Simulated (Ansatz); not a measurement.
C3H8OSi can be A, `CC1OC[SiH2]1`, or B, `CC[Si]OC`.

Program: Ansatz. Geometries: PBE0-D4/def2-TZVP. ΔE: electronic, gas phase. CCSD(T)/CBS is the MP2 limit (def2-TZVPP, def2-QZVPP) plus CCSD(T) − MP2 in def2-TZVPP, frozen cores. Functionals use def2-TZVPP. One conformer a species, not always the lowest.

Which isomer does CCSD(T)/CBS put lower? Give the gap. (An estimate is asked.)

Ansatz gave: B, by 99.3 kJ/mol.

Give E(B) − E(A) in kJ/mol with ωB97M-V, MP2/def2-TZVPP, CCSD/def2-TZVPP, PBE0-D4, B2PLYP, r2SCAN-D4, CCSD(T)/def2-TZVPP. (An estimate is asked.)

The calculation gave: ωB97M-V -102.0, MP2/def2-TZVPP -95.5, CCSD/def2-TZVPP -102.9, PBE0-D4 -86.2, B2PLYP -102.5, r2SCAN-D4 -85.9, CCSD(T)/def2-TZVPP -100.6. None reverses the order clearly.

Largest T1 diagnostic: 0.013.

From PBE to PBE0 (25 % exact exchange), in def2-TZVPP and without D4, E(B) − E(A) moves by +3.0 kJ/mol. In def2-TZVPP, CCSD(T) changes the Hartree–Fock value by +4.9 kJ/mol (the triples alone add +2.3 kJ/mol) and MP2 by +9.9 kJ/mol.
